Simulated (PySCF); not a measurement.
**J couplings in tert-amyl bromide**

Molfile (atoms numbered from 1):
```
C5H11Br
     RDKit          3D

 17 16  0  0  0  0  0  0  0  0999 V2000
    1.7943   -1.3982    0.3189 C   0  0  0  0  0  0  0  0  0  0  0  0
    0.6637   -0.5550    0.8812 C   0  0  0  0  0  0  0  0  0  0  0  0
   -0.4534   -0.1681   -0.0876 C   0  0  0  0  0  0  0  0  0  0  0  0
   -1.0515   -1.3583   -0.8168 C   0  0  0  0  0  0  0  0  0  0  0  0
   -1.5233    0.6408    0.6255 C   0  0  0  0  0  0  0  0  0  0  0  0
    0.3311    1.0336   -1.4790 Br  0  0  0  0  0  0  0  0  0  0  0  0
    1.4516   -2.3957    0.0058 H   0  0  0  0  0  0  0  0  0  0  0  0
    2.5775   -1.5440    1.0772 H   0  0  0  0  0  0  0  0  0  0  0  0
    2.2545   -0.9076   -0.5519 H   0  0  0  0  0  0  0  0  0  0  0  0
    1.0677    0.3708    1.3211 H   0  0  0  0  0  0  0  0  0  0  0  0
    0.1735   -1.0971    1.7111 H   0  0  0  0  0  0  0  0  0  0  0  0
   -0.3030   -1.8875   -1.4212 H   0  0  0  0  0  0  0  0  0  0  0  0
   -1.8671   -1.0420   -1.4820 H   0  0  0  0  0  0  0  0  0  0  0  0
   -1.4631   -2.0657   -0.0770 H   0  0  0  0  0  0  0  0  0  0  0  0
   -1.0891    1.5093    1.1406 H   0  0  0  0  0  0  0  0  0  0  0  0
   -2.2873    0.9998   -0.0780 H   0  0  0  0  0  0  0  0  0  0  0  0
   -2.0179    0.0038    1.3779 H   0  0  0  0  0  0  0  0  0  0  0  0
  1  2  1  0
  2  3  1  0
  3  4  1  0
  3  5  1  0
  3  6  1  0
  1  7  1  0
  1  8  1  0
  1  9  1  0
  2 10  1  0
  2 11  1  0
  4 12  1  0
  4 13  1  0
  4 14  1  0
  5 15  1  0
  5 16  1  0
  5 17  1  0
M  END
```

Method: B3LYP/pcJ-1 (pcSseg-1 on Br) (without the spin–dipole term)//PBE0-D3(BJ)/def2-SVP, PySCF 2.14.0 with density-fitted response routines; isolated molecule, single conformer, non-relativistic. Couplings are averaged over pairs made equivalent by symmetry, fast rotation or ring inversion, so a value needn't be that of the named pair in this geometry, while other rotamers aren't included; one pair stands for each set, and the list holds those of at least 0.8 Hz over up to four bonds.

Isotopes: ¹³C, ¹H.

```tsv
pair	bonds	J (Hz)
C1, C2	1	39.2
C1, H7	1	133.1
C2, C3	1	37.5
C2, H10	1	131.4
C3, C4	1	39.2
C4, H12	1	135.1
C1, C3	2	-1.5
C1, H10	2	-3.2
C2, C4	2	1.6
C2, H7	2	-3.5
C3, H10	2	-1.8
C3, H12	2	-3.0
C4, C5	2	1.7
H7, H8	2	-14.0
H10, H11	2	?
H12, H13	2	?
C1, C4	3	2.6
C2, H12	3	?
C3, H7	3	?
C4, H10	3	?
C4, H15	3	?
H7, H10	3	?
```

**Question.** Estimate the withheld couplings, with signs.

**Answer.** 
- ²J(H10,H11) = -15.9 Hz (angle at C2 106°)
- ²J(H12,H13) = -13.6 Hz
- ³J(C2,H12) = 4.4 Hz (mean over equivalent pairs that range from 1.6 to 9.7 Hz in this conformer)
- ³J(C3,H7) = 6.0 Hz (mean over equivalent pairs that range from 1.2 to 12.3 Hz in this conformer)
- ³J(C4,H10) = 3.3 Hz (mean over equivalent pairs that range from 1.4 to 6.8 Hz in this conformer)
- ³J(C4,H15) = 4.9 Hz (mean over equivalent pairs that range from 1.6 to 10.1 Hz in this conformer)
- ³J(H7,H10) = 8.4 Hz (mean over equivalent pairs that range from 2.8 to 16.9 Hz in this conformer)

Relativistic effects of the heavier atoms present are left out.
